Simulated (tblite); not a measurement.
Species: C7H11 (doublet state).
Atom-mapped SMILES: `[CH3:1][CH2:2][C:3]1=[C:4][CH2:5][C@H:6]1[CH3:7]` (hydrogens: H8, H9, H10 on C1; H11, H12 on C2; H13, H14 on C5; H15 on C6; H16, H17, H18 on C7)

Cartesian coordinates in Å at the GFN2-xTB level; atoms count from 1:
```xyz
18
C7H11 angstrom
C      2.3493    0.4921   -0.2612
C      1.4134    0.2219    0.9186
C      0.2245   -0.5565    0.5049
C     -0.3509   -1.7190    0.7678
C     -1.5232   -1.5943   -0.1657
C     -0.8791   -0.2244   -0.5097
C     -1.7128    0.9974   -0.1752
H      2.6881   -0.4450   -0.6972
H      1.8393    1.0661   -1.0321
H      3.2186    1.0565    0.0681
H      1.9464   -0.3308    1.6955
H      1.0897    1.1774    1.3446
H     -1.5517   -2.3182   -0.9774
H     -2.4962   -1.5344    0.3165
H     -0.5060   -0.1900   -1.5362
H     -2.0645    0.9446    0.8530
H     -1.1185    1.9021   -0.2894
H     -2.5753    1.0608   -0.8366
```

Computed with GFN2-xTB (tblite): harmonic, unscaled wavenumbers at the GFN2-xTB geometry, gas phase. The method is semi-empirical: single wavenumbers can be off by several per cent or more. One conformer, not necessarily the lowest. Open shells enter through the occupations alone, without spin polarisation, and single modes of such species can be off by tens of per cent.

Harmonic wavenumbers (cm⁻¹): 44.5, 146.1, 177.1, 212.5, 219.3, 236.4, 380.9, 403.7, 523.3, 651.2, 786.7, 826.8, 896.0, 903.7, 980.6, 983.3, 1029.5, 1041.0, 1078.9, 1087.0, 1111.7, 1119.6, 1145.8, 1188.0, 1211.4, 1243.5, 1287.8, 1316.9, 1400.7, 1407.9, 1449.7, 1466.2, 1489.7, 1495.8, 1502.4, 1506.1, 1730.4, 2927.8, 2934.7, 2978.8, 2999.2, 3010.3, 3016.9, 3025.1, 3030.1, 3034.8, 3035.1, 3040.0.

A = 4311, B = 1998, C = 1607 MHz; mass 95.086 u (most abundant isotopes); point group C1, symmetry number 1; spin multiplicity 2.

Task: What is the zero-point energy?

Result: Half the sum of the wavenumbers: 34357 cm⁻¹ = 411.01 kJ/mol.

Task: Entropy at 200 K, 1 bar (ideal gas, RRHO, classical rotation)?

Result: Translation 157.36, rotation 110.26, vibration 54.97, spin (R ln 2) 5.76: S = 328.4 J/(mol K).

Task: And Cp and H(200 K) − H(0)?

Result: Cp = 95.67 J/(mol K), of which vibrations give 62.41 (their classical limit is 48 R = 399.1); H(200 K) − H(0) = 12.82 kJ/mol without the zero-point energy, 6.17 from vibrations.

Task: What must be added to the electronic energy to get the Gibbs energy at 200 K and 1 bar?

Result: ZPE + [H(200 K) − H(0)] − T·S = 411.01 + 12.82 − 65.67 = 358.16 kJ/mol.

Task: Which modes carry the vibrational entropy at 200 K?

Result: 44.5 cm⁻¹: 17.82; 146.1 cm⁻¹: 8.27; 177.1 cm⁻¹: 6.84; 212.5 cm⁻¹: 5.55; 219.3 cm⁻¹: 5.34; 236.4 cm⁻¹: 4.83 J/(mol K); the other 42 give 6.31 together.

Task: Blend soft modes into free rotors: weight 1/[1 + (100 cm⁻¹/ν̃)⁴] for the oscillator and the rest for a rotor with moment μB/(μ + B), μ = h/(8π²ν), B = 10⁻⁴⁴ kg m². What vibrational entropy results?

Result: 51.36 J/(mol K) in place of 54.97, which changes −T·S at 200 K by +0.72 kJ/mol.

Hindered rotation and anharmonicity are outside this model. Other conformers, if any are populated, would add a mixing term that is left out. The structure is chiral; the term R ln 2 for an equal mix with its mirror image is left out.
